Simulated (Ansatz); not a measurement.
[Cr(H2O)4]2+ (CrO4H8²⁺), relaxed as a singlet with RKS B3LYP-D4/def2-SVP in Ansatz, starting from the B3LYP-D4/def2-SVP geometry of the charge +2 quintet. Force threshold 0.02 eV/Å.

A triplet lies near this restricted singlet, and broken spin symmetry wasn't tried. The relaxation made no stability test and no search for a lower SCF solution. At B3LYP-D4/def2-SVP a quintet of charge 2 lies 3.00 eV below the restricted singlet, each at its own geometry.

Start:

Cartesian coordinates in Å:
```
Cr 0.000 0.001 0.000
O -1.994 0.220 0.391
H -2.500 -0.234 1.089
H -2.621 0.790 -0.092
O 0.185 2.027 -0.177
H 0.695 2.505 -0.857
H -0.216 2.698 0.405
O 1.994 -0.217 -0.387
H 2.720 0.311 -0.006
H 2.399 -0.873 -0.984
O -0.185 -2.027 0.172
H -0.900 -2.576 -0.198
H 0.422 -2.626 0.644
```

```tsv
step	energy (eV)	largest force component (eV/Å)	SCF passes
1	-36714.4034	0.302	36
2 (rejected)	-36714.3692	1.465	40
3	-36714.4706	0.467	31
4	-36714.5292	0.172	34
5	-36714.5931	0.088	36
6	-36714.6447	0.130	36
7	-36714.6579	0.087	34
8	-36714.6793	0.130	35
9	-36714.6854	0.059	34
10	-36714.6866	0.033	36
11	-36714.6868	0.012	39
```

Force components are those of the run's own axes.

End:

```xyz
13

Cr    0.0000    0.0002   -0.0001
O    -1.7478    0.3336    0.9201
H    -2.0923   -0.1980    1.6625
H    -2.4664    0.9391    0.6560
O    -0.0278    1.8727   -0.7115
H     0.4926    2.1819   -1.4772
H    -0.4378    2.6657   -0.3169
O     1.9755   -0.2563    0.2097
H     2.5656    0.3566    0.6882
H     2.5524   -0.9106   -0.2285
O    -0.1989   -1.9490   -0.4174
H    -0.9664   -2.3417   -0.8749
H     0.3513   -2.6943   -0.1099
```

By distances, no bond broke or formed. The bond that changes most is Cr1–O2, from 2.04 to 2.00 Å (atoms count from 1).

No frequencies were taken in this run, so the end may be a saddle point.

Run time 15 s (4 threads of Intel Xeon 6975P-C on a shared host).
